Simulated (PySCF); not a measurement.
## O (oxygen, neutral): UHF calculation

Configuration: [He] 2s1 2p5, high-spin 3P determinant (an excited configuration). Calculation: PySCF 2.14, in aug-cc-pwCVTZ (7s6p4d2f, 59 functions); the non-relativistic Hamiltonian (point nucleus).

```
Total energy                                                  : -74.193032 hartree
One-electron energy                                           : -102.3889 hartree
Hartree (Coulomb) energy                                      : 36.2446 hartree
Exchange energy                                               : -8.0488 hartree
Kinetic energy                                                : 74.17974 hartree
⟨S²⟩                                                          : 2.0415
⟨L²⟩                                                          : 2.007
Sum of ⟨r⟩                                                    : 7.817 bohr
Sum of ⟨r²⟩                                                   : 12.14 bohr²
Traceless quadrupole moment −½Σ⟨3z² − r²⟩ along its main axis : 1.01 e·bohr²
Density at the nucleus (Gaussians lack the cusp)              : 293 bohr⁻³
Spin density at the nucleus                                   : 8.26 bohr⁻³
Langevin diamagnetic susceptibility                           : -9.61 ×10⁻⁶ cm³/mol
```

| shell | electrons | mean orbital energy (hartree) | spread (hartree) | rms radius, mean of both spins (bohr) |
| --- | --- | --- | --- | --- |
| 1s α | 1 | -20.78737 | 0 | 0.231 |
| 1s β | 1 | -20.65154 | 0 | 0.231 |
| 2s α | 1 | -1.47709 | 0 | 1.21 |
| 2p α | 3 | -0.72946 | 0.08933 | 1.45 |
| 2p β | 2 | -0.44641 | 0 | 1.45 |

Spin-orbit constants ζ (cm⁻¹) from the X2C one-electron operator on these orbitals (non-relativistic here): bare nucleus, nucleus screened by l(l+1)(2l+1)/3 electrons, and screened by the Breit-Pauli mean field of the electrons.

```csv
shell,bare,screened nucleus,mean field
2p,245.7,184.3,157.8
```

To first order the Landé constant is A = -78.92 cm⁻¹, so the lowest level has J = 2 and lies 0.00979 eV below the centre of the term. This holds in LS coupling only.
